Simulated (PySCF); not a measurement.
BiF2, charge +1, multiplicity 1. Atoms are numbered in the order given.

```xyz
3

Bi     0.0000     0.0000     0.2327
F      0.0000    -1.4282    -1.0729
F      0.0000     1.4282    -1.0729
```
Charge +1, spin multiplicity 1.

The structure is a stationary point at PBE0-D3(BJ)/def2-TZVP. The spin state was assumed, not searched. The isomer is the one that the SMILES or the coordinates give; other isomers of the formula were not compared. The def2 effective core potentials stand for the cores of Bi; spin–orbit coupling is left out.

All values below come from PySCF with ωB97X/def2-TZVPD.

Symmetry labels are those of the subgroup C2v that the program uses (full group C2v).

Computed valence orbital energies around the gap with their symmetry:
| orbital | symmetry | energy (eV) |
|---|---|---|
| HOMO−7 | B2 | -39.18 |
| HOMO−6 | A1 | -27.13 |
| HOMO−5 | B2 | -21.43 |
| HOMO−4 | A1 | -20.96 |
| HOMO−3 | B1 | -20.85 |
| HOMO−2 | A2 | -20.22 |
| HOMO−1 | B2 | -20.02 |
| HOMO | A1 | -19.44 |
| LUMO | B1 | -8.62 |
| LUMO+1 | B2 | -5.82 |
| LUMO+2 | A1 | -5.35 |
| LUMO+3 | A1 | -2.57 |
